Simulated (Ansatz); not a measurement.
Ansatz (a program for electronic structure) input (RI-MP2/aug-cc-pV(T+d)Z):
A basis named .json is the Basis Set Exchange file of that set.

Ansatz 0.2 input:
```yaml
crystal:
  periodic: [false, false, false]
  atoms:
    - {symbol: Si, position_ang: [0.00714127, 1.04995696, 0.80957954]}
    - {symbol: H, position_ang: [-0.41840924, 1.86076314, -0.40814884]}
    - {symbol: Si, position_ang: [0.01975272, -0.90056355, -0.58375403]}
    - {symbol: H, position_ang: [0.97687736, -0.69981080, -1.70695297]}
    - {symbol: H, position_ang: [-1.33626862, -1.10126450, -1.16589692]}
    - {symbol: H, position_ang: [0.40128468, -2.15119550, 0.11944169]}
basis:
  gaussian:
    orbitals: aug-cc-pV_T+d_Z.json
    fitting: {mean_field: def2-universal-jkfit, correlation: aug-cc-pVTZ-RIFIT.json}
magnetization: {spin_polarized: true, initial_magnetization: 2}
correlation: {method: mp2, electrons: outside_noble_gas}
```

Output:

```
Functional definition: HF
integrals: 0.15 GiB planned
328 factors; integrals over basis functions are off by at most 1.2e0 eV
478 factors; integrals over basis functions are off by at most 7.0e-1 eV
mean field: 0.49 GiB planned
mean field evaluation 1: about -15784.5743 eV, gradient 1.0e1 eV
mean field evaluation 2: about -15785.8826 eV, gradient 3.9e0 eV
mean field evaluation 4: about -15786.1940 eV, gradient 7.2e-1 eV
mean field evaluation 8: about -15786.2221 eV, gradient 6.4e-6 eV
mean field -15786.22212233 eV, -580.1329627098 hartree, gradient 6.4e-6 eV, S^2 2.012876; 0 other end points of the search recorded, 0 dependent functions left out
10 core orbitals not correlated
reference -15786.22212233 eV, -580.1329627098 hartree; 7, 5 occupied and 185, 187 virtual orbitals, 478 factors
second order -5.90495966 eV of doubles, -0.00000000 eV of singles
Total energy: -15792.12708199 eV, -580.3499659749 hartree
```

This state (charge 0, triplet) is run at the relaxed geometry of the species with charge 0 and multiplicity 1, and is a spin state other than that species' own.
